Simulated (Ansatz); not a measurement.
Calculated with Ansatz (gas phase, PBE0-D4/def2-TZVP geometries, no zero-point term in ΔE). CBS: MP2 limit from def2 TZ/QZ plus the TZ coupled-cluster correction, frozen cores. Functionals use def2-TZVPP. B3LYP here is the variant with VWN-RPA as its local correlation; programs differ in this. HSE06 is defined as in plane-wave codes. For Mg, Se outer-core shells are correlated without core-valence functions, which leaves a few kJ/mol of doubt a bond. Scalar relativity is left out up to krypton. One conformer a species, not always the lowest.

`C[CH](C)[MgH]` + `[Cl][Al]([Cl])[SeH]` → `C[Se][Al]([Cl])[Cl]` + `C[CH2][MgH]`  (substitution at a C–C bond)

| level | ΔE (kJ/mol) | difference from CCSD(T)/CBS |
| --- | --- | --- |
| LDA (SPW92) | 5.3 | 7.6 |
| PBE-D4 | -4.3 | -2.0 |
| revPBE-D4 | -4.1 | -1.8 |
| BLYP-D4 | -7.4 | -5.1 |
| r2SCAN-D4 | -3.3 | -1.0 |
| B97M-V | -1.7 | 0.6 |
| B3LYP-D4 | -5.8 | -3.5 |
| r2SCANh-D4 | -2.9 | -0.6 |
| r2SCAN0-D4 | -2.2 | 0.1 |
| HSE06-D4 | -3.0 | -0.7 |
| BHLYP-D4 | -4.7 | -2.4 |
| CAM-B3LYP-D4 | -2.0 | 0.3 |
| ωB97X-V | -2.4 | -0.1 |
| ωB97M-V | -2.3 | 0.0 |
| PBE-QIDH | -1.8 | 0.5 |
| PBE | -4.0 | -1.7 |
| revPBE | -6.3 | -4.0 |
| BLYP | -7.1 | -4.8 |
| PBE0 | -2.5 | -0.2 |
| B3LYP | -5.1 | -2.8 |
| r2SCANh | -2.8 | -0.5 |
| r2SCAN0 | -2.1 | 0.2 |
| HSE06 | -2.6 | -0.3 |
| BHLYP | -3.2 | -0.9 |
| CAM-B3LYP | -1.4 | 0.9 |
| LC-ωPBE | -0.3 | 2.0 |
| HF/def2-SVP | 6.1 | 8.4 |
| MP2/def2-SVP | 12.0 | 14.3 |
| CCSD/def2-SVP | 14.3 | 16.6 |
| CCSD(T)/def2-SVP | 14.3 | 16.6 |
| HF/def2-TZVPP | -3.4 | -1.1 |
| MP2/def2-TZVPP | -3.3 | -1.0 |
| SCS-MP2/def2-TZVPP | -3.7 | -1.4 |
| CCSD(T)/def2-TZVPP | -1.7 | 0.6 |
| HF/def2-QZVPP | -3.5 | -1.2 |
| MP2/def2-QZVPP | -3.7 | -1.4 |
| SCS-MP2/def2-QZVPP | -4.3 | -2.0 |
| HF/CBS(def2) | -3.5 | -1.2 |
| MP2/CBS(def2) | -3.9 | -1.6 |
| CCSD/CBS(def2) | -1.6 | 0.7 |
| CCSD(T)/CBS | -2.3 | 0 |

Largest T1 diagnostic among the species: 0.009.

At CCSD(T), def2-SVP lies +16.6 kJ/mol from the extrapolated value and def2-TZVPP +0.6 kJ/mol. From BLYP to BHLYP (50 % exact exchange), in def2-TZVPP and without D4, ΔE moves by +4.0 kJ/mol. Leaving LDA and LC-ωPBE aside and taking each functional with its dispersion term where it has one, the values spread over 5.7 kJ/mol, from BLYP-D4 to B97M-V. LDA lies +9.3 kJ/mol from PBE without D4.
